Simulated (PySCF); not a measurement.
**Calculated NMR data**

[PySCF: structure optimised with GFN2-xTB; shieldings: GIAO PBE0/pcSseg-1; single conformer; no relativistic terms; rapidly exchanging positions averaged; no solvent model]

Shifts are taken against calculated references (same method and geometry level): ¹H (31.72 ppm), ¹³C (186.93 ppm) vs TMS. Where no couplings were computed, multiplicities follow the n + 1 count of equivalent neighbours, and m marks all less simple cases (inequivalent or close neighbours, rings, F or P nearby). Acid and N–H amide carbonyl carbons lie up to 10 ppm further downfield in solution (hydrogen bonding). Shifts are as computed. Against solution values, carbons near 30 ppm lie about +3 ppm off and those near 130 ppm about +5 ppm (rms about the fit 2.1 ppm; single classes can miss by 10 ppm). Of 1328 compounds with measured shifts, 309 miss one by over three times the rms of a fit or turn the order of signals round; such compounds aren't used in these exercises. Signals without a measured value on file couldn't be tested in this way; 1H shifts scatter by 0.2 ppm about their fit, and single ones miss by 0.5 ppm. OH and NH positions are gas-phase values without hydrogen bonding to other molecules.

Compound 1 (C$_{7}$H$_{7}$NO). ¹H NMR (500 MHz, computed): δ 8.41 (d, 1H), 7.32 (d, 1H), 6.70 (m, 1H), 6.48 (br, 1H), 5.94 (m, 1H), 5.87 (m, 1H), 5.86 (d, 1H). ¹³C{¹H} NMR (computed): δ 157.9 (CH), 156.1 (C), 144.7 (CH), 135.3 (C), 124.0 (CH), 121.8 (CH), 120.9 (CH2). Structure: SMILES C=C1C=CC=C1NC=O.

Compound 2 (C$_{7}$H$_{7}$NO). ¹H NMR (500 MHz, computed): δ 4.88 (br, 1H), 3.14 (d, 3H), 2.20 (s, 3H). ¹³C{¹H} NMR (computed): δ 154.1 (C), 88.5 (C), 78.1 (C), 72.5 (C), 71.5 (C), 25.9 (CH3), 5.6 (CH3). Structure: `CC#CC#CC(=O)NC`.
